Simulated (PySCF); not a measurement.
**Dipole response of Cs⁺ (caesium, charge +1)**

[Xe], closed-shell 1S. Calculation: PySCF 2.14, in ANO-RCC-VTZP (8s7p4d2f1g, 72 functions); the spin-free X2C one-electron Hamiltonian (Gaussian nucleus). Coupled (time-dependent) response in atomic units; α is the mean over directions. The basis has no added diffuse functions, which lowers α and C₆.

| method | mean α (bohr³) | C₆ (like pair) | S(−4) |
| --- | --- | --- | --- |
| UHF | 13.10 | 104.9 | 24.72 |
| PBE | 13.68 | 109.2 | 29.33 |
| PBE0 | 13.36 | 106.5 | 26.88 |

S(−4) is the Cauchy moment in α(ω) = α(0) + S(−4) ω² + …

α(iu) at UHF:

```tsv
u (hartree)	α(iu) (bohr³)
0	13.10
0.0500	13.04
0.100	12.86
0.200	12.20
0.300	11.27
0.500	9.190
0.750	6.929
1.00	5.267
1.50	3.252
2.00	2.192
3.00	1.201
5.00	0.5319
```

A single London oscillator, α(iu) = α/(1 + u²/ω²), gives C₆ = (3/4) ω α². Matching the computed C₆ needs ω = 4 × 104.9 / (3 × 13.10²) = 0.815 hartree.

For an ion, C₆ is the dispersion term alone; charge-induced terms of lower order in 1/R come first.

Spin-orbit coupling, which splits the p, d and f shells strongly at this Z, is absent.
